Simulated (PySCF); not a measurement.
## Solvent effects on NMR parameters

Structure with atom numbers: `[CH3:1][c:2]1[cH:3][c:4]([Cl:5])[cH:6][c:7]2[cH:8][cH:9][cH:10][n:11]12` (H(Xn): hydrogen on atom n).

GIAO PBE0/pcSseg-1 in PySCF 2.14.0 with density-fitted response routines on one PBE0-D3(BJ)/def2-SVP conformer, non-relativistic, equivalent nuclei averaged. Solvents enter as an IEF-PCM continuum (chloroform with ε = 4.7, water with ε = 78.4) around the gas-phase geometry. Shifts are referred to TMS computed in the same medium.

In chloroform, δ in ppm: C2 139.6, C7 137.6, C4 133.5, C6 121.9, C9 121.7, C3 117.0, C10 113.8, C8 105.0, C1 20.9, H(C6) 7.53, H(C10) 7.31, H(C9) 7.19, H(C8) 6.80, H(C3) 6.64. Dipole moment 3.09 D.

(1) How does each δ change in the more polar medium?

(2) Which nuclei move most (in ppm), and what does the model miss?

Results:

(1) 
| atoms | environment | Δδ, water |
| --- | --- | --- |
| C2 | substituted aromatic carbon next to a ring nitrogen | +1.6 |
| C7 | ring-fusion aromatic carbon | +0.2 |
| C4 | aromatic carbon bearing chlorine | +0.2 |
| C6 | aromatic CH | +0.1 |
| C9 | aromatic CH | +0.1 |
| C3 | aromatic CH | +0.1 |
| C10 | aromatic CH next to a ring nitrogen | +1.2 |
| C8 | aromatic CH | 0.0 |
| C1 | methyl carbon on an aromatic ring | +0.3 |
| H(C6) | hydrogen on an aromatic CH | +0.06 |
| H(C10) | hydrogen on an aromatic CH next to a ring nitrogen | +0.14 |
| H(C9) | hydrogen on an aromatic CH | +0.06 |
| H(C8) | hydrogen on an aromatic CH | +0.05 |
| H(C3) | hydrogen on an aromatic CH | +0.09 |

Changes are relative to chloroform. The dipole moment becomes 3.37 D in water.

(2) C2 (substituted aromatic carbon next to a ring nitrogen, +1.6 ppm) in water. A continuum only polarises the solute; specific hydrogen bonds, the anisotropy of aromatic solvents and changes of geometry or conformer are outside it.
